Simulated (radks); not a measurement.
The numbers below are computed, except where a source is named.
Dynamic dipole polarisability and lines of the nickel ion Ni10+, [Ar]. Level of theory: scalar-relativistic Kohn-Sham, LDA (Slater exchange, Perdew-Wang correlation), spin-polarised, spherical densities, finite nucleus; Fermi nuclear charge, rms radius of each element as measured or else 0.836 A^(1/3) + 0.57 fm (a radial shooting solver on a logarithmic mesh with Libxc functionals). Time-dependent linear response with the Hartree and adiabatic LDA kernel, continuum included through the Sternheimer equations, no spin-orbit coupling, so fine structure and intercombination lines are absent. Lines are the poles of the dipole polarisability below minus the highest occupied eigenvalue, found on a grid refined at the orbital gaps; the lowest seven at most are given, and weak or close lines can be missed. The first line takes the name of the lowest orbital gap if no other gap lies below it; otherwise a line is named after a gap within 0.6 % of it, if that gap stands alone.

photon energy (eV)  alpha (bohr^3)
0                           0.3236
25.000                      0.3509
54.999                      0.5352
84.999                      -6.224
115.00                     -0.2143
145.00                     0.01396
175.00                     0.03232
205.00                    -0.04442
235.00                      0.1249
265.00                    -0.03195
295.00                    0.002653

Lines (eV, oscillator strength): 83.242 (14.89 nm, 3p-3d), f = 2.51; 156.05 (7.945 nm, 3p-4s), f = 0.305; 191.79 (6.465 nm, 3p-4d), f = 0.770; 211.53 (5.861 nm, 3s-4p), f = 0.265; 222.00 (5.585 nm, 3p-5s), f = 0.0794; 237.73 (5.215 nm, 3p-5d), f = 0.317; 251.66 (4.927 nm, 3p-6s), f = 0.0288. Higher lines, where found, are left out when the end of the mesh affects them. Those listed give 94 % of the static polarisability (sum of f/w^2). Orbital energy gaps for comparison: 3p-3d 63.697 eV; 3p-4s 155.52 eV; 3p-4d 191.26 eV; 3s-4p 210.98 eV; 3p-5s 221.82 eV.
